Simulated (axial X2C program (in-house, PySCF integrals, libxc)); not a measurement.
**Potential curves of BSe⁻, two-component**

All values were computed with an axial X2C code built on PySCF integrals. Two-component (2c) means X2C with spin–orbit coupling and atomic mean-field two-electron Coulomb and Gaunt terms. Basis: Se dyall-acv3z [9s10p7d5f1g], B dyall-av3z [8s7p3d2f] (cores contracted in-house); Gaussian nuclei, density fitting, unrestricted open shells. Masses: Se 79.917 u, B 11.009 u.

State: Ω = 0 (closed shell). Energies in eV from the fragments at the same level (Se- + B). Fits are polynomials in 1 − R0/R over 0.85 to 1.23 times the lowest point R0.

```csv
R (Å),CCSD(T)
1.6644,-4.5811
1.7193,-4.8465
1.7741,-4.9917
1.8290,-5.0434
1.8930,-5.0133
1.9570,-4.9104
2.0393,-4.7033
```

Correlated methods: 10 electrons correlated (number of frozen shells: Se 3 s, 2 p, 1 d; B 1 s), 254 virtual spin orbitals or spinors in MP2, 90 natural virtuals in coupled cluster.

The state is one determinant whose occupation by symmetry is held fixed; it was picked as the lowest of a PBE0 search that is not exhaustive. Closed shells are restricted here (equal orbitals for both partners); the stretched side of such a curve lies too high. Dissociation energies refer to the lowest single-determinant-based atoms at the same level and basis. Coupled cluster ran in a truncated set of natural virtual spinors; the MP2 energy of the rest was added. (T) has no such correction and the atoms are truncated less, which lowers De at CCSD(T) by a hundredth of an eV or more. Coupled cluster ran on the points near the minimum only. MP2 and coupled cluster on one determinant become unreliable at the stretched end.

Question: What are Re, ωe and De at the CCSD(T) level?

Answer: At CCSD(T), 2c: Re = 1.839 Å, ωe ≈ 803 cm⁻¹, De = 5.04 eV to Se- + B; Be follows as 0.515 cm⁻¹.
